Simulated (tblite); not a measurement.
Compound: C6H13OPSi.
Geometry (GFN2-xTB, Å), atoms numbered from 1 in this order:
```xyz
22
C6H13OPSi angstrom
C      3.3993    0.0997    0.9476
Si     2.2466   -0.4917   -0.4386
P      0.2212   -0.7834    0.4938
C     -0.3261    0.9923    0.6324
C     -1.8461    1.0533    0.8161
C     -2.5514    0.5252   -0.4128
O     -3.2666    1.2144   -1.0953
C     -2.2689   -0.9247   -0.7372
C     -0.7796   -1.1312   -1.0359
H      3.1329    1.0963    1.2887
H      4.4307    0.1276    0.6128
H      3.3449   -0.5661    1.8042
H      2.2542    0.4795   -1.5449
H      2.6684   -1.7954   -0.9627
H      0.1668    1.4392    1.4990
H     -0.0383    1.5581   -0.2582
H     -2.1647    2.0845    0.9874
H     -2.1320    0.4453    1.6785
H     -2.8711   -1.2156   -1.6015
H     -2.5558   -1.5407    0.1193
H     -0.6029   -2.1670   -1.3353
H     -0.4718   -0.4802   -1.8591
```

Level: GFN2-xTB in tblite, geometry and Hessian alike; calculated harmonic values, unscaled, isolated species. This tight-binding method is rough: wavenumbers can miss measured ones by several per cent, in bad cases by 10 to 20. Modes of hydrogen on silicon can be 10 to 20 % off. One conformer, not necessarily the lowest.

Harmonic wavenumbers (cm⁻¹): 27.0, 53.4, 90.5, 109.0, 142.7, 163.2, 172.0, 233.1, 303.2, 344.0, 412.0, 418.8, 493.4, 501.9, 547.6, 639.4, 671.3, 685.5, 706.4, 751.3, 766.3, 780.0, 783.9, 822.9, 831.8, 900.4, 910.0, 991.8, 1016.8, 1044.7, 1056.2, 1105.4, 1124.5, 1175.1, 1224.4, 1247.1, 1256.8, 1291.7, 1301.8, 1365.8, 1440.5, 1450.0, 1451.6, 1459.7, 1479.8, 1483.2, 1773.5, 2176.2, 2225.3, 2930.3, 2934.1, 2956.2, 2959.0, 2960.6, 2963.2, 2975.8, 2976.8, 3034.1, 3038.6, 3053.4.

A = 2612, B = 630.0, C = 573.3 MHz; mass 160.047 u (most abundant isotopes); point group C1, symmetry number 1.

Q: What is the zero-point energy?

A: Half the sum of the wavenumbers: 38092 cm⁻¹ = 455.69 kJ/mol.

Q: Give the ideal-gas entropy at 298.15 K and 1 bar in the rigid-rotor, harmonic-oscillator model (classical rotation).

A: Translation 172.16, rotation 126.40, vibration 155.62: S = 454.2 J/(mol K).

Q: And Cp and H(298.15 K) − H(0)?

A: Cp = 189.26 J/(mol K), of which vibrations give 156.00 (their classical limit is 60 R = 498.9); H(298.15 K) − H(0) = 33.52 kJ/mol without the zero-point energy, 23.61 from vibrations.

Q: Which modes carry the vibrational entropy at 298.15 K?

A: 27.0 cm⁻¹: 25.26; 53.4 cm⁻¹: 19.61; 90.5 cm⁻¹: 15.27; 109.0 cm⁻¹: 13.75; 142.7 cm⁻¹: 11.58; 163.2 cm⁻¹: 10.51 J/(mol K); the other 54 give 59.63 together.

Q: What must be added to the electronic energy to get the Gibbs energy at 298.15 K and 1 bar?

A: ZPE + [H(298.15 K) − H(0)] − T·S = 455.69 + 33.52 − 135.41 = 353.80 kJ/mol.

Q: Blend soft modes into free rotors: weight 1/[1 + (100 cm⁻¹/ν̃)⁴] for the oscillator and the rest for a rotor with moment μB/(μ + B), μ = h/(8π²ν), B = 10⁻⁴⁴ kg m². What vibrational entropy results?

A: 140.22 J/(mol K) in place of 155.62, which changes −T·S at 298.15 K by +4.59 kJ/mol.

Q: How do the functions run with temperature in this model?

A: 
```csv
T (K),S (J/(mol K)),Cp (J/(mol K)),H − H(0) (kJ/mol),G − H(0) (kJ/mol),ln q(vib)
50,260.8,62.9,2.32,-10.72,1.01
100,313.1,89.5,6.17,-25.14,2.70
373.15,500.8,226.7,49.14,-137.71,11.58
500,574.9,280.3,81.44,-205.99,15.57
750,703.7,354.6,161.50,-366.28,23.14
1000,812.8,403.0,256.60,-556.20,30.15
```

q(vib) and H(0) count from the zero-point level.

Hindered rotation and anharmonicity are outside this model. Other conformers, if any are populated, would add a mixing term that is left out. The structure is chiral; the term R ln 2 for an equal mix with its mirror image is left out.
